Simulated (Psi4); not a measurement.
C2H (SMILES [C-]#C), charge -1, singlet, at a GFN2-xTB geometry (a gas-phase anion, which may not be bound at this level). Base run: TPSS/6-31G** (Psi4 1.11).

Psi4 was given this input:
```
memory 2 GB

molecule {
-1 1
  C    -0.00000000   -0.00000000   -0.47996454
  C     0.00000000    0.00000000    0.74605881
  H    -0.00000000   -0.00000000   -1.59656562
}

set basis 6-31g**

energy('tpss')
print_variables()
```

Each row names what was changed in the base input (with any setting that the change needs).

| change | ΔE vs base (µEh) | SCF cycles | grid points | basis functions |
|---|---|---|---|---|
| base | 0.0 | 8 | 64201 | 35 |
| dft_spherical_points = 974 | -0.7 | 8 | 206875 | 35 |
| level_shift = 0.3 | 0.0 | 8 | 64201 | 35 |
| e_convergence = 1e-4 | 0.0 | 8 | 64201 | 35 |
| guess = core | 0.0 | 12 | 64201 | 35 |
| dft_radial_scheme = becke | -0.1 | 8 | 56372 | 35 |
| guess = gwh | 0.0 | 9 | 64201 | 35 |
| dft_basis_tolerance = 1e-8 | 0.0 | 8 | 62770 | 35 |
| basis_guess = sto-3g | 0.0 | 8 | 64201 | 35 |
| dft_spherical_points = 434 | -0.3 | 8 | 92181 | 35 |
| scf_type = direct | 5.2 | 10 | 64201 | 35 |
| level_shift = 1.0 | 0.0 | 8 | 64201 | 35 |
| e_convergence = 1e-8 | 0.0 | 9 | 64201 | 35 |

A gas-phase anion may not be bound at this level; its values then depend on the basis.
